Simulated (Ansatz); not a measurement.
System: methyl-bis(sulfanyl)borane, CH$_{5}$BS$_{2}$ (charge 0, singlet). 
Geometry from a B3LYP-D3(BJ)/def2-TZVP (Ansatz, an electronic-structure program) optimisation:
```
B
C 1 1.5684
H 2 1.0908 1 113.40
H 2 1.0938 3 107.89 1 122.62
H 2 1.0938 3 107.89 4 114.76
S 1 1.8045 2 118.28 3 0.00
H 6 1.3450 1 99.51 2 180.00
S 1 1.8079 2 122.78 3 -180.00
H 8 1.3444 1 97.66 2 0.00
```

Property: vertical triplet-singlet gap (E(triplet) - E(singlet); each state is the SCF solution reached for its spin; for the triplet the Hartree-Fock reference is unstable and T1 is 0.018), in eV. Valence correlation only, unless marked. UHF or UKS for open shells. Spin-orbit coupling is left out. No relativistic terms.  The program attaches cautions to a run behind CCSD/aug-cc-pV(D+d)Z: other roots.

```csv
level,program,vertical triplet-singlet gap (eV)
RI-HF/aug-cc-pV(T+d)Z,Ansatz,4.98
SVWN5/def2-TZVPD,Ansatz,4.64
PBE/def2-TZVPD,Ansatz,4.52
PBE0/def2-TZVPD,Ansatz,4.76
BHLYP/def2-TZVPD,Ansatz,5.05
wB97X-V/def2-TZVPD,Ansatz,5.23
B2PLYP/def2-TZVPD,Ansatz,4.98
RI-MP2/aug-cc-pV(T+d)Z,Ansatz,5.54
CCSD/aug-cc-pV(D+d)Z,Ansatz,5.24
```
